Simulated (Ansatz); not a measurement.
Geometry optimisation, RKS PBE0-D4/def2-SVP (Ansatz 0.2.0).

The input (input.yaml):

```yaml
crystal:
  periodic: [false, false, false]
  atoms:
    - { symbol: B, position_ang: [-0.036999, 0.511931, -0.163681] }
    - { symbol: H, position_ang: [-0.096026, -0.406281, 2.052294] }
    - { symbol: O, position_ang: [1.173957, -0.073032, -0.431778] }
    - { symbol: H, position_ang: [1.130965, -0.941294, -0.838139] }
    - { symbol: O, position_ang: [-1.255131, -0.024136, -0.454312] }
    - { symbol: H, position_ang: [-1.22935, -0.895382, -0.853447] }
    - { symbol: O, position_ang: [-0.036945, 1.773589, 0.404122] }
    - { symbol: H, position_ang: [0.866505, 2.076557, 0.535358] }
    - { symbol: H, position_ang: [-0.134275, 0.310047, 2.066183] }
basis:
  gaussian: { orbitals: def2-SVP }
hamiltonian:
  xc: pbe0
  dispersion: d4
relax:
  f_tol: 0.03
  max_steps: 50
```

Launched with:

```bash
$ ansatz run input.yaml --threads 2 --pin off --max-ram 3072MiB --backend cpu --events-out ev --progress --plain --runs-dir out
```

Where does it end, and by what steps?

The run converged. The force dipped under the threshold on the way, but the program's further checks kept it going. After 15 steps the energy has fallen by 0.185 eV; H2 moved furthest, 1.44 Å.

```tsv
step	energy less start (eV)	largest force component (eV/Å)	accepted
0	0.0000	1.842	yes
1	-0.1176	0.353	yes
2	-0.1495	0.223	yes
3	-0.1622	0.144	yes
4	-0.1660	0.157	yes
5	-0.1679	0.179	yes
6	-0.1513	0.821	no
7	-0.1735	0.042	yes
8	-0.1741	0.251	yes
9	-0.1779	0.128	yes
10	-0.1802	0.141	yes
11	-0.1818	0.121	yes
12	-0.1832	0.097	yes
13	-0.1841	0.059	yes
14	-0.1844	0.028	yes
15	-0.1846	0.029	yes
```

```xyz
9
Properties=species:S:1:pos:R:3
B -0.045 0.420 -0.424
H -0.034 0.044 3.419
O 1.177 -0.058 -0.826
H 1.153 -0.783 -1.455
O -1.252 -0.050 -0.853
H -1.207 -0.779 -1.475
O -0.072 1.443 0.474
H 0.820 1.713 0.711
H -0.159 0.382 2.746
```

Whether the end is a true minimum wasn't checked by a vibrational analysis.

Run time: 23 s on 2 threads of Arm Neoverse V1, with other jobs on the host, peak memory 0.15 GiB.
